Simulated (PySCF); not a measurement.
## Radial density of B²⁺ (boron, charge +2)

MN15, [He] 2s1, 2S determinant. Computed with PySCF 2.14 in def2-SVP, with no relativity, point nucleus.

```
r (bohr)  4πr²ρ (e/bohr)  4πr²(ρα − ρβ)
 0.00553         0.02418         0.0010
 0.00929         0.06744         0.0029
  0.0156          0.1836         0.0078
  0.0263          0.4729         0.0198
  0.0442           1.111         0.0449
  0.0744           2.348         0.0894
   0.125           4.040         0.1353
   0.210           5.068         0.1225
   0.354           3.696         0.0217
   0.596           1.218         0.0625
    1.00          0.5280         0.4371
    1.68          0.6013         0.6003
    2.83          0.1309         0.1309
    4.77       0.0004620         0.0004
```
